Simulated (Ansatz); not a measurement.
```yaml
crystal:
  periodic: [false, false, false]
  atoms:
    - {symbol: C, position_ang: [0.834968, -2.323510, 0.208500]}
    - {symbol: C, position_ang: [0.349743, -0.910174, 0.092704]}
    - {symbol: C, position_ang: [1.231224, 0.163031, 0.214300]}
    - {symbol: C, position_ang: [0.803458, 1.472329, 0.101533]}
    - {symbol: C, position_ang: [-0.538733, 1.741467, -0.138977]}
    - {symbol: O, position_ang: [-0.913846, 3.042743, -0.241669]}
    - {symbol: C, position_ang: [-1.434338, 0.689650, -0.262487]}
    - {symbol: C, position_ang: [-0.986330, -0.618632, -0.146176]}
    - {symbol: H, position_ang: [1.380581, -2.483280, 1.142363]}
    - {symbol: H, position_ang: [1.513830, -2.580523, -0.610069]}
    - {symbol: H, position_ang: [0.003496, -3.029711, 0.182792]}
    - {symbol: H, position_ang: [2.282480, -0.031373, 0.403093]}
    - {symbol: H, position_ang: [1.496068, 2.299782, 0.198334]}
    - {symbol: H, position_ang: [-1.859627, 3.085989, -0.406247]}
    - {symbol: H, position_ang: [-2.485774, 0.889631, -0.448724]}
    - {symbol: H, position_ang: [-1.700101, -1.430121, -0.244869]}
basis:
  gaussian: {orbitals: def2-SVPD}
hamiltonian: {xc: {name: BLYP}}
output: {forces: true}
```

```sh
$ ansatz run in.yaml --threads 2 --pin off --events-out ev --progress --plain --max-ram 32768MiB --backend cpu
```

Shortened log:

```
Functional definition: BLYP
1880 factors; their error is unknown
mean field evaluation 1: about -9409.4234 eV, gradient 8.3e1 eV
mean field evaluation 2: about -9381.7767 eV, gradient 1.3e2 eV
mean field evaluation 4: about -9425.9056 eV, gradient 1.5e1 eV
mean field evaluation 8: about -9426.4419 eV, gradient 1.1e-1 eV
mean field evaluation 16: about -9426.2978 eV, gradient 6.2e-4 eV
mean field -9426.29781334 eV, -346.4100552662 hartree, gradient 2.2e-5 eV, S^2 0.000000; 0 other end points of the search recorded, 0 dependent functions left out
reference -9426.29824164 eV, -346.4100710058 hartree; 29, 29 occupied and 198, 198 virtual orbitals, 1880 factors
Total energy: -9426.29824164 eV, -346.4100710058 hartree
Atom 0 at     0.834968    -2.323510     0.208500 Å, force    -0.019647    -0.112471     0.013865 eV/Å
Atom 1 at     0.349743    -0.910174     0.092704 Å, force     0.188162    -0.475067     0.049421 eV/Å
Atom 2 at     1.231224     0.163031     0.214300 Å, force     0.523898    -0.066313     0.088024 eV/Å
Atom 3 at     0.803458     1.472329     0.101533 Å, force     0.405090     0.373503     0.061304 eV/Å
Atom 4 at    -0.538733     1.741467    -0.138977 Å, force     0.061012     0.107590     0.004434 eV/Å
Atom 5 at    -0.913846     3.042743    -0.241669 Å, force     0.225107     0.843723     0.014363 eV/Å
Atom 6 at    -1.434338     0.689650    -0.262487 Å, force    -0.553278     0.013072    -0.092192 eV/Å
Atom 7 at    -0.986330    -0.618632    -0.146176 Å, force    -0.426600    -0.338893    -0.067866 eV/Å
Atom 8 at     1.380581    -2.483280     1.142363 Å, force     0.257899    -0.092437     0.406069 eV/Å
Atom 9 at     1.513830    -2.580523    -0.610069 Å, force     0.320061    -0.134138    -0.349705 eV/Å
Atom 10 at     0.003496    -3.029711     0.182792 Å, force    -0.323659    -0.327031    -0.011718 eV/Å
Atom 11 at     2.282480    -0.031373     0.403093 Å, force     0.471455    -0.085427     0.084338 eV/Å
Atom 12 at     1.496068     2.299782     0.198334 Å, force     0.313819     0.376322     0.043184 eV/Å
Atom 13 at    -1.859627     3.085989    -0.406247 Å, force    -0.639836     0.182401    -0.115613 eV/Å
Atom 14 at    -2.485774     0.889631    -0.448724 Å, force    -0.474923     0.087032    -0.084686 eV/Å
Atom 15 at    -1.700101    -1.430121    -0.244869 Å, force    -0.328559    -0.351866    -0.043221 eV/Å
Dipole moment:    -0.215414    -0.139357    -0.035141 e Å
```

Run time 6 s (2 threads of an AMD EPYC 7R13 on a shared host); peak host memory 0.34 GiB.
